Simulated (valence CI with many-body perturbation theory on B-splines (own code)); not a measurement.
**N I: calculated level list**

Calculated by valence CI with perturbative core correlation (CI+MBPT): five valence electrons over a frozen Dirac-Fock core [He], radial functions for each j: 10 s, 10 p, 9 d, 7 f, 4 g, 2 h, with the one-electron correlation potential Σ1, the two-electron term Σ2, the three-electron term Σ3, Breit, model QED; selected CI, second order for the rest, scaled by the run's own slope (own B-spline code, finite nucleus).

Set against measurement, 40 paired levels are off by 85 cm⁻¹ on average, the worst by 169. These come from a selection out of the NIST Handbook of Basic Atomic Spectroscopic Data. Levels without a partner in it may be off by more. Among the levels kept, up to 960 cm⁻¹ of a level comes from second order outside the variational space, and about a tenth of that is noise between levels of different J, which matters for small intervals.

Levels 1 to 45 of 63, with energies above the lowest level, 2s2 2p3 4S°_3/2. "Leading %" is the weight of the configuration and term that name the level; weights of strongly mixed levels are sums over their largest components and can fall short. Lifetimes count E1, E2, E3, M1 and M2 decay at the calculated energies, and are blank where another channel may lead or the interval is too uncertain; long ones can be off by a factor of two.

```csv
No.,Configuration,Term,J,E (eV),Leading %,Lifetime,g
1,2s2 2p3,4S°,3/2,0.000,96,,2.002
2,2s2 2p3,2D°,5/2,2.396,96,,1.200
3,2s2 2p3,2D°,3/2,2.398,96,24200 s,0.799
4,2s2 2p3,2P°,3/2,3.594,93,10.4 s,1.334
5,2s2 2p3,2P°,1/2,3.596,93,10.9 s,0.666
6,2s2 2p2 3s,4P,1/2,10.315,79,2.45 ns,2.670
7,2s2 2p2 3s,4P,3/2,10.320,79,2.43 ns,1.735
8,2s2 2p2 3s,4P,5/2,10.326,79,2.41 ns,1.601
9,2s2 2p2 3s,2P,1/2,10.670,90,2.10 ns,0.666
10,2s2 2p2 3s,2P,3/2,10.680,90,2.08 ns,1.334
11,2s 2p4,4P,1/2,10.934,78,6.57 ns,2.670
12,2s 2p4,4P,3/2,10.937,78,6.42 ns,1.735
13,2s 2p4,4P,5/2,10.938,78,6.56 ns,1.601
14,2s2 2p2 3p,2S°,1/2,11.593,90,107 ns,2.002
15,2s2 2p2 3p,4D°,1/2,11.740,90,39.8 ns,-0.001
16,2s2 2p2 3p,4D°,3/2,11.742,90,39.8 ns,1.201
17,2s2 2p2 3p,4D°,5/2,11.747,90,39.7 ns,1.373
18,2s2 2p2 3p,4D°,7/2,11.752,91,39.7 ns,1.429
19,2s2 2p2 3p,4P°,1/2,11.826,91,33.3 ns,2.669
20,2s2 2p2 3p,4P°,3/2,11.829,91,33.3 ns,1.734
21,2s2 2p2 3p,4P°,5/2,11.833,91,33.3 ns,1.601
22,2s2 2p2 3p,4S°,3/2,11.984,89,25.2 ns,2.002
23,2s2 2p2 3p,2D°,3/2,11.991,90,39.0 ns,0.800
24,2s2 2p2 3p,2D°,5/2,12.000,90,39.0 ns,1.200
25,2s2 2p2 3p,2P°,1/2,12.115,88,32.1 ns,0.666
26,2s2 2p2 3p,2P°,3/2,12.119,88,32.1 ns,1.334
27,2s2 2p2 3s,2D,3/2,12.361,91,2.58 ns,0.799
28,2s2 2p2 3s,2D,5/2,12.361,91,2.57 ns,1.200
29,2s2 2p2 4s,4P,1/2,12.834,89,12.0 ns,2.667
30,2s2 2p2 4s,4P,3/2,12.840,89,12.0 ns,1.734
31,2s2 2p2 4s,4P,5/2,12.848,89,11.6 ns,1.601
32,2s2 2p2 4s,2P,1/2,12.900,86,7.51 ns,0.669
33,2s2 2p2 4s,2P,3/2,12.910,84,7.67 ns,1.335
34,2s2 2p2 3d,2P,3/2,12.962,81,9.17 ns,1.315
35,2s2 2p2 3d,2P,1/2,12.965,85,9.61 ns,0.665
36,2s2 2p2 3d,4F,3/2,12.968,88,26.2 ns,0.423
37,2s2 2p2 3d,4F,5/2,12.971,84,23.3 ns,1.026
38,2s2 2p2 3d,4F,7/2,12.972,86,25.3 ns,1.239
39,2s2 2p2 3d,4F,9/2,12.978,90,27.4 ns,1.334
40,2s2 2p2 3d,2F,5/2,12.986,46,6.04 ns,1.179
41,2s2 2p2 3d,4P,5/2,12.986,48,5.55 ns,1.274
42,2s2 2p2 3d,4P,3/2,12.992,82,4.79 ns,1.696
43,2s2 2p2 3d,2F,7/2,12.993,87,7.04 ns,1.149
44,2s2 2p2 3d,4P,1/2,12.993,85,4.68 ns,2.563
45,2s2 2p2 3d,4D,1/2,13.006,86,23.4 ns,0.106
```

Names give the largest LS component (configuration and term), which can be under half, so a name can repeat, a term be missing and a line seem to break the LS rules; names also repeat where a configuration has a term twice.

Where two levels of one J and parity lie close, their mixing, g and order are uncertain.

The ionisation energy to 2s2 2p2 3P_0 of the next ion comes out as 14.519 eV (NIST: 14.5341 eV (measured)). All 63 levels together are meant to be complete up to 13.565 eV.
